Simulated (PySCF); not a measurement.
Ho⁺ (holmium, charge +1) across methods

[Xe] 4f10 6s2, one real determinant (an excited configuration). Computed with PySCF 2.14 in x2c-TZVPPall, with the spin-free X2C one-electron Hamiltonian (Gaussian nucleus).

```csv
method,E (hartree),mean ε 4f β (eV),mean ε 6s α (eV),mean ε 6s β (eV),Σ⟨r²⟩ (bohr²),⟨S²⟩
LDA,-12606.79,-17.085,-10.895,-10.743,60.59,6.003
UHF,-12611.19792,-28.010,-12.266,-12.125,62.88,6.006
PBE0,-12615.40,-20.027,-11.266,-11.116,61.20,6.004
PBE,-12615.55,-17.083,-10.672,-10.512,60.98,6.003
r2SCAN,-12615.76,-17.477,-10.744,-10.527,61.35,6.004
```

⟨L²⟩ = 34.01 against 42 for a pure I term, so this real determinant mixes terms. Spin-orbit coupling, absent here, splits the open shell strongly.
